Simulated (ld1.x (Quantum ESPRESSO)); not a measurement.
## Scattering properties, ultrasoft potential for Bi

ld1.x (Quantum ESPRESSO) 7.5 input, shortened:

```
&input
   title='Bi', zed=83., rel=1, dft='PZ', iswitch=3,
   config='[Xe] 4f14 5d10 6s2 6p3'
 /
 &inputp
   pseudotype=3, tm=.true., lloc=-1, rcloc=1.90,
   nlcc=.true., rcore=1.25
 /
6
6S  1  0   2.00   0.00  1.75  1.90  0.0
6S  1  0   0.00  -0.65  1.75  1.90  0.0
6P  2  1   3.00   0.00  2.10  2.55  0.0
6P  2  1   0.00   1.30  2.10  2.55  0.0
5D  3  2  10.00   0.00  1.75  1.95  0.0
5D  3  2   0.00  -1.70  1.75  1.95  0.0
 &test
   configts(1)='5d10 6s2 6p3'
 /
```

The phase is arctan(r·u′/u) with u = r·R(r), unwrapped; energies in Ry, scanned from -4 to 5 Ry. A pole is an energy at which the radial function vanishes at the test radius. The pseudo phase is shifted by a multiple of π to meet the all-electron one at the reference energy, and phase errors are pseudo minus all-electron; the curves can meet again beyond the range given. Levels narrower than the energy grid can be missing from the lists of poles.

| channel | radius (bohr) | reference energy (Ry) | poles, all-electron | poles, pseudo | unbroken range about the reference energy with phases within 0.05 rad | phase error 1 Ry above the reference energy (rad) |
| --- | --- | --- | --- | --- | --- | --- |
| s | 2.75 | -1.08 | -0.22 | -0.22 | below 2.9 | +0.000 |
| p | 2.75 | -0.35 | 1.39 | 1.39, 4.79 | below 4.2 | -0.000 |
| d | 2.75 | -2.00 | -1.92, 3.96 | -1.92, 3.90 | the whole range | -0.000 |

Phases in the d channel:

```tsv
E (Ry)	all-electron	pseudo
-4.00	1.381	1.381
-3.76	1.374	1.374
-3.52	1.365	1.365
-3.28	1.355	1.355
-3.04	1.342	1.342
-2.80	1.323	1.323
-2.56	1.294	1.294
-2.32	1.225	1.225
-2.08	0.335	0.334
-1.84	-1.663	-1.663
-1.60	-1.754	-1.754
-1.36	-1.794	-1.794
-1.12	-1.825	-1.825
-0.88	-1.855	-1.855
-0.64	-1.887	-1.888
-0.40	-1.926	-1.927
-0.16	-1.975	-1.976
0.08	-2.041	-2.042
0.32	-2.135	-2.138
0.56	-2.279	-2.284
0.80	-2.518	-2.529
1.04	-2.918	-2.939
1.28	-3.454	-3.480
1.52	-3.900	-3.921
1.76	-4.173	-4.188
2.00	-4.336	-4.347
2.24	-4.440	-4.449
2.48	-4.512	-4.519
2.72	-4.564	-4.571
2.96	-4.605	-4.611
3.20	-4.638	-4.643
3.44	-4.665	-4.670
3.68	-4.688	-4.693
3.92	-4.709	-4.715
4.16	-4.728	-4.734
4.40	-4.747	-4.753
4.64	-4.764	-4.771
4.88	-4.782	-4.789
```
